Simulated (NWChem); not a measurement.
# GeH$_{2}$ cation, doublet; SMILES of the neutral closed-shell parent [GeH2]

```xyz
3

Ge     0.0000     0.0000     0.0464
H      1.3603     0.0000    -0.7430
H     -1.3603     0.0000    -0.7430
```
Atoms are numbered in this order, from 1.

In the optimisation the excess spin sits in a1 (C2v, its own frame). All runs use the structure optimised with B3LYP/6-31G* (spherical d), spin-unrestricted. This spin state was assumed; another may lie lower. No stability test was run on the SCF state.

Symmetry labels are those of C2v in the frame above (b1 and b2, or b-type labels, depend on it).

List the 6 lowest vertical excitations from CAM-B3LYP/aug-cc-pVDZ, spin-unrestricted, TDA (NWChem).


| state | energy (eV) | oscillator strength | symmetry of the excitation | <S²> |
|---|---|---|---|---|
| state 1 | 2.05 | 0.005 | b2 | 0.75 |
| state 2 | 4.05 | 0.013 | b1 | 0.78 |
| state 3 | 4.60 | 0.000 | a2 | 2.60 |
| state 4 | 5.38 | 0.000 | a2 | 0.90 |
| state 5 | 6.56 | 0.014 | a1 | 0.80 |
| state 6 | 7.75 | 0.073 | b1 | 1.04 |
